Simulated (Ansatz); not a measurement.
The cluster Cs3F3⁺, relaxed as a doublet with UKS PBE0-D4/def2-SVP in Ansatz, starting from the GFN1-xTB geometry. Force threshold 0.02 eV/Å.

In the def2 sets Cs takes a core potential; there is no spin–orbit coupling. The relaxation made no stability test and no search for a lower SCF solution. Another isomer (doublet) lies 0.41 eV lower at PBE0-D4/def2-TZVP; other spin states weren't run for this one.

Start:

```xyz
6

Cs   -0.3141   -1.5698    2.0187
Cs    2.3656    0.4383   -0.9352
Cs   -1.8451    1.0421   -0.9682
F     1.6767   -0.4264    1.2276
F    -2.2202   -0.6851    0.7581
F     0.3370    1.2009   -2.1010
```

Task: Estimate the energy that the relaxation releases and the steps that it takes.

Result: 112.1 kJ/mol, in 14 steps; 93 s on 4 threads of Arm Neoverse V1 on a shared host. No frequencies were taken in this run, so the end may be a saddle point.

Task: Does the start keep its bonding?

Result: Bonds formed: Cs3–F4 (atoms count from 1).

Task: Predict the relaxed structure.

Result: 
```xyz
6

Cs   -0.313   -1.746    2.529
Cs    2.860    0.617   -0.992
Cs   -1.367    0.607   -0.824
F     0.846   -0.374    0.511
F    -2.482   -0.647    1.019
F     0.457    1.543   -2.243
```
Bond lengths (bridged metal pairs left out): 7 × Cs–F 2.49 to 2.86 Å.
